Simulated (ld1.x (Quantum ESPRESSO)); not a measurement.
**u(r) = r·R(r): atom against pseudo-atom (C)**

Columns: radius, all-electron u(r) and pseudo u(r) of the 2p shell (level -10.72 eV) of carbon in the configuration [He] 2s2 2p1.5; PBE, scalar-relativistic, PAW scheme, ld1.x (Quantum ESPRESSO) 7.5.

```csv
r (bohr),all-electron,pseudo
0.170,0.1223,0.0098
0.340,0.3211,0.0383
0.510,0.4937,0.0830
0.680,0.6185,0.1402
0.850,0.6988,0.2050
1.020,0.7389,0.2722
1.190,0.7473,0.3363
1.360,0.7325,0.3927
1.530,0.7019,0.4375
1.700,0.6614,0.4681
1.870,0.6153,0.4835
2.040,0.5668,0.4839
2.210,0.5180,0.4709
2.380,0.4705,0.4470
2.550,0.4253,0.4156
2.720,0.3829,0.3800
2.890,0.3436,0.3431
3.060,0.3075,0.3075
3.230,0.2745,0.2745
3.400,0.2445,0.2445
3.570,0.2173,0.2173
3.740,0.1928,0.1928
3.910,0.1708,0.1708
4.080,0.1510,0.1510
4.250,0.1332,0.1332
4.420,0.1174,0.1174
```

Problem. How many radial nodes do the two functions have?

Solution. The all-electron 2p function has n − l − 1 = 0; the pseudo-wave has 0.

Problem. At about which radius was the pseudo-wave matched?

Solution. 3.25 bohr. The columns agree to 0.0005 from 3.06 bohr on; several derivatives are matched, so the curves merge somewhat inside the radius.

Problem. Is the pseudo-wave norm-conserving?

Solution. No, it belongs to a PAW set: the norm inside the radius is not constrained, and the difference is carried by the augmentation charge.
